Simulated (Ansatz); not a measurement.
```yaml
crystal:
  periodic: [false, false, false]
  atoms:
    - {symbol: Zr, position_ang: [0.756006, -3.518688, -1.453969]}
    - {symbol: Zr, position_ang: [0.125933, 1.787480, 2.232120]}
    - {symbol: Zr, position_ang: [0.095267, -0.827671, -0.277700]}
    - {symbol: Zr, position_ang: [-1.786584, 2.244186, -0.616079]}
    - {symbol: O, position_ang: [-0.598418, -2.704299, -0.235613]}
    - {symbol: O, position_ang: [-2.198104, 3.386494, -1.935097]}
    - {symbol: O, position_ang: [0.637447, 0.010036, 1.425861]}
    - {symbol: O, position_ang: [1.827349, -4.659574, -0.587763]}
    - {symbol: O, position_ang: [1.341823, 2.547921, 3.306836]}
    - {symbol: O, position_ang: [-0.581705, 2.976782, 0.793732]}
    - {symbol: O, position_ang: [1.486899, -1.669580, -1.456797]}
    - {symbol: O, position_ang: [-1.105913, 0.426916, -1.195542]}
basis:
  gaussian: {orbitals: def2-TZVPD, initial_orbitals: start.molden}
total_charge: -1
magnetization: {spin_polarized: true, initial_magnetization: 1}
hamiltonian: {xc: pbe0, dispersion: d4}
scf: {omitted_lower_state_checks: [starts]}
output: {orbitals: {seedname: orbitals}}
```

The file start.molden holds the orbitals of an earlier run on this structure, at another level or in another basis.

```sh
$ ansatz run in.yaml --threads 4 --pin off --events-out ev --progress --plain --max-ram 6963MiB
```

(1) Does this run fit into the memory that it is given?

## Answers

(1) No. It has 480 basis functions, and Ansatz plans for 8 GiB where 7 GiB are given.
